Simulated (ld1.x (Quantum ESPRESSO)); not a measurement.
## u(r) = r·R(r): atom against pseudo-atom (cerium)

Columns: radius, all-electron u(r) and pseudo u(r) of the 5d shell (level -2.58 eV) of cerium in the configuration [Kr] 4d10 4f1 5s2 5p6 5d2 6s1 6p0; LDA (PZ), non-relativistic, PAW scheme, ld1.x (Quantum ESPRESSO) 7.5.

```
r (bohr)  all-electron  pseudo
   0.188        0.1632  0.0009
   0.375       -0.1323  0.0070
   0.562       -0.2693  0.0227
   0.750       -0.1686  0.0511
   0.938        0.0223  0.0933
   1.125        0.2106  0.1479
   1.312        0.3631  0.2124
   1.500        0.4738  0.2826
   1.688        0.5461  0.3530
   1.875        0.5876  0.4178
   2.062        0.6062  0.4724
   2.250        0.6083  0.5136
   2.438        0.5989  0.5393
   2.625        0.5819  0.5491
   2.812        0.5599  0.5451
   3.000        0.5348  0.5300
   3.188        0.5082  0.5075
   3.375        0.4811  0.4813
   3.562        0.4541  0.4541
   3.750        0.4274  0.4274
   3.938        0.4015  0.4015
   4.125        0.3766  0.3766
   4.312        0.3528  0.3528
   4.500        0.3300  0.3300
   4.688        0.3083  0.3083
   4.875        0.2879  0.2879
```

Question: How many radial nodes do the two functions have?

Answer: The all-electron 5d function has n − l − 1 = 2; the pseudo-wave has 0, since the states of the same l below it are removed with the core.

Question: At about which radius was the pseudo-wave matched?

Answer: 3.75 bohr. The columns agree to 0.0005 from 3.38 bohr on; several derivatives are matched, so the curves merge somewhat inside the radius.

Question: Where does each function peak?

Answer: Outermost all-electron maximum near 2.25 bohr, pseudo maximum near 2.62 bohr (to the table’s step).

Question: Is the pseudo-wave norm-conserving?

Answer: No, it belongs to a PAW set: the norm inside the radius is not constrained, and the difference is carried by the augmentation charge.
